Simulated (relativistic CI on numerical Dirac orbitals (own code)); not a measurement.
## Xe XIII: q coefficients and field-shift factors

Computed by Dirac-Coulomb-Breit CI, separate exchange-only KLI orbitals for each configuration, derivatives by finite differences, unscaled Slater integrals, QED left out (own radial code, finite nucleus).

CI space (outside the closed core [Ar] 3d10): 4s²4p⁶4d⁶, 4s²4p⁵4d⁷, 4s²4p⁴4d⁸, 4s²4p⁶4d⁵5s, 4s4p⁶4d⁷, 4s²4p⁶4d⁵5p, 4s²4p⁶4d⁴5s², 4p⁶4d⁸. Levels of other configurations are missing.

With x = (α/α₀)² − 1 an excitation energy changes as ω = ω₀ + qx; K = 2q/ω₀ is the relative enhancement. Terms are leading LS components, so labels can repeat. The field-shift factor is F = δν/δ⟨r²⟩ for the transition from the lowest level.

Lowest level 4s²4p⁶4d⁶ ⁵D4.

| Level | ω₀ (cm⁻¹) | q (cm⁻¹) | K | F (GHz/fm²) |
| --- | --- | --- | --- | --- |
| 4s²4p⁶4d⁶ ⁵D3 | 10088.7 | 12540 | 2.48 | 0.159 |
| 4s²4p⁶4d⁶ ⁵D2 | 10217.1 | 4305 | 0.843 | 0.0174 |
| 4s²4p⁶4d⁶ ⁵D1 | 15261.3 | 14690 | 1.93 | 0.172 |
| 4s²4p⁶4d⁶ ⁵D0 | 15952.5 | 13350 | 1.67 | 0.162 |
| 4s²4p⁶4d⁶ ³F4 | 32857.7 | -266.7 | -0.0162 | 0.0586 |
| 4s²4p⁶4d⁶ ³P2 | 36365.9 | 15680 | 0.862 | 0.0563 |
| 4s²4p⁶4d⁶ ³H5 | 40808.5 | 6811 | 0.334 | 0.179 |
| 4s²4p⁶4d⁶ ³H6 | 41342.2 | 8109 | 0.392 | 0.209 |
| 4s²4p⁶4d⁶ ³F3 | 44947.0 | 11390 | 0.507 | 0.151 |
| 4s²4p⁶4d⁶ ³F2 | 45914.9 | 10190 | 0.444 | 0.0465 |
| 4s²4p⁶4d⁶ ¹S0 | 51625.9 | 15850 | 0.614 | 0.23 |
| 4s²4p⁶4d⁶ ³H4 | 51962.7 | 21810 | 0.839 | 0.313 |
| 4s²4p⁶4d⁶ ³P1 | 56743.4 | 22360 | 0.788 | 0.221 |

At this charge energies of transitions that change n are usually good to better than 1 %, and those within a shell (Δn = 0) to a few per cent. Terms inside the open d or f shell come out 10 to 20 % too wide with unscaled integrals. Levels and lines within the n = 5 or 6 shells can be off by up to 10 % or somewhat more, and those that change n by about 2 %, since core polarisation is missing.
